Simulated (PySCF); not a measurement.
Simulated outer-valence photoelectron spectrum of `F/C=C(/Cl)C=[Se]`. Method: EOM-IP-CCSD/aug-cc-pVDZ in PySCF, restricted Hartree–Fock reference, frozen core, non-relativistic, gas phase, PBE0-D3(BJ)/def2-SVP geometry.

Each root has a Gaussian of 0.4 eV full width with its one-hole share as area; cross sections and vibrations are left out, and the highest printed point is 100.

(ionisation energy (eV), intensity): (8.0, 3), (8.2, 31), (8.4, 93), (8.6, 70), (8.8, 13), (9.0, 8), (9.2, 54), (9.4, 100), (9.6, 46), (9.8, 5), (10.0, 0), (10.2, 0), (10.4, 0), (10.6, 0), (10.8, 1), (11.0, 22), (11.2, 85), (11.4, 81), (11.6, 35), (11.8, 78), (12.0, 90), (12.2, 26), (12.4, 2), (12.6, 1), (12.8, 19), (13.0, 80), (13.2, 88), (13.4, 54), (13.6, 93), (13.8, 73), (14.0, 58), (14.2, 97), (14.4, 51), (14.6, 7), (14.8, 0), (15.0, 3), (15.2, 34), (15.4, 94), (15.6, 64), (15.8, 11), (16.0, 0)

**Question.** Where are the maxima, and how many lines lie under the curve?

**Answer.** 8 maxima, at 8.5, 9.4, 11.3, 11.9, 13.1, 13.7, 14.2 and 15.4 eV, from 8 lines.

**Question.** List the lines with their holes.

**Answer.** 
| E (eV) | leading hole (HF orbital) | area | Koopmans (eV) |
| --- | --- | --- | --- |
| 8.46 | HOMO | 0.95 | 9.02 |
| 9.39 | HOMO-1 | 0.96 | 9.38 |
| 11.29 | HOMO-2 | 0.94 | 11.84 |
| 11.92 | HOMO-3 | 0.95 | 13.01 |
| 13.11 | HOMO-4 | 0.94 | 14.17 |
| 13.66 | HOMO-5 | 0.92 | 14.94 |
| 14.21 | HOMO-6 | 0.92 | 16.44 |
| 15.45 | HOMO-7 | 0.93 | 16.98 |

The widest gap, 1.90 eV, lies between 9.39 and 11.29 eV. Only orbitals with −ε under 21 eV, eight at most, were ionised, so the high end of the curve may lack lines.

Hardware: one thread of an AMD EPYC 7R43, no GPU, shared host with 256 logical CPUs at a one-minute load of 108. Cost: 11 min wall, 3.0 GiB resident at most.

Conformer computed: `[F:1]/[CH:2]=[C:3](/[Cl:4])[CH:5]=[Se:6]`: C2–C3–C5–Se6 -1°.

One conformer stands for the species.
